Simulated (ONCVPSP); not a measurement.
**u(r) = r·R(r): atom against pseudo-atom (Ni)**

Columns: radius, all-electron u(r) and pseudo u(r) of the 3s shell (level -111.06 eV) of nickel in the configuration [Ne] 3s2 3p6 3d8 4s2; PBE, scalar-relativistic, ONCV scheme, ONCVPSP 4.0.1.

```json
{"r (bohr)": "0.070", "all-electron": "0.0037", "pseudo": "0.2042"}
{"r (bohr)": "0.140", "all-electron": "-0.6373", "pseudo": "0.4025"}
{"r (bohr)": "0.210", "all-electron": "-0.5908", "pseudo": "0.5892"}
{"r (bohr)": "0.280", "all-electron": "-0.1497", "pseudo": "0.7581"}
{"r (bohr)": "0.350", "all-electron": "0.3662", "pseudo": "0.9034"}
{"r (bohr)": "0.420", "all-electron": "0.7952", "pseudo": "1.0201"}
{"r (bohr)": "0.490", "all-electron": "1.0869", "pseudo": "1.1042"}
{"r (bohr)": "0.560", "all-electron": "1.2461", "pseudo": "1.1536"}
{"r (bohr)": "0.630", "all-electron": "1.2987", "pseudo": "1.1683"}
{"r (bohr)": "0.700", "all-electron": "1.2756", "pseudo": "1.1501"}
{"r (bohr)": "0.770", "all-electron": "1.2040", "pseudo": "1.1034"}
{"r (bohr)": "0.840", "all-electron": "1.1046", "pseudo": "1.0338"}
{"r (bohr)": "0.910", "all-electron": "0.9927", "pseudo": "0.9481"}
{"r (bohr)": "0.980", "all-electron": "0.8782", "pseudo": "0.8532"}
{"r (bohr)": "1.050", "all-electron": "0.7676", "pseudo": "0.7553"}
{"r (bohr)": "1.120", "all-electron": "0.6645", "pseudo": "0.6594"}
{"r (bohr)": "1.190", "all-electron": "0.5709", "pseudo": "0.5692"}
{"r (bohr)": "1.260", "all-electron": "0.4875", "pseudo": "0.4871"}
{"r (bohr)": "1.330", "all-electron": "0.4142", "pseudo": "0.4140"}
{"r (bohr)": "1.400", "all-electron": "0.3504", "pseudo": "0.3503"}
{"r (bohr)": "1.470", "all-electron": "0.2954", "pseudo": "0.2953"}
{"r (bohr)": "1.540", "all-electron": "0.2483", "pseudo": "0.2482"}
{"r (bohr)": "1.610", "all-electron": "0.2081", "pseudo": "0.2081"}
{"r (bohr)": "1.680", "all-electron": "0.1741", "pseudo": "0.1741"}
{"r (bohr)": "1.750", "all-electron": "0.1454", "pseudo": "0.1453"}
{"r (bohr)": "1.820", "all-electron": "0.1212", "pseudo": "0.1212"}
```

**Question.** How many radial nodes do the two functions have?

**Answer.** The all-electron 3s function has n − l − 1 = 2; the pseudo-wave has 0, since the states of the same l below it are removed with the core.

**Question.** At about which radius was the pseudo-wave matched?

**Answer.** 1.40 bohr. The columns agree to 0.0005 from 1.26 bohr on; several derivatives are matched, so the curves merge somewhat inside the radius.

**Question.** Is the pseudo-wave norm-conserving?

**Answer.** Yes: the ONCV scheme keeps the norm inside the radius equal to the all-electron one, which fixes the energy derivative of the logarithmic derivative at the level.
